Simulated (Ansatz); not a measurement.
Ansatz results at the PBE0-D4/def2-TZVP geometry: size of the dipole moment (ωB97M-V/def2-TZVPP) 1.76 D; HOMO–LUMO gap (PBE/def2-TZVPP) 5.53 eV; HOMO energy (PBE0/def2-TZVPP) -7.76 eV.

Each molecule was computed in one conformer, which needn't be the lowest.

Which molecule gave them?
A. `C[O][Ge]([NH2])([O]C)[O]C`
B. `C[S][GeH]([CH3])[Cl]`
C. `[SH][GeH3]`
D. `[NH2][Ge]([NH2])([NH2])[NH2]`

A. The others give `[NH2][Ge]([NH2])([NH2])[NH2]`: 1.72, 5.07, -6.90; `C[S][GeH]([CH3])[Cl]`: 3.41, 4.77, -6.95; `[SH][GeH3]`: 1.27, 5.18, -7.32.
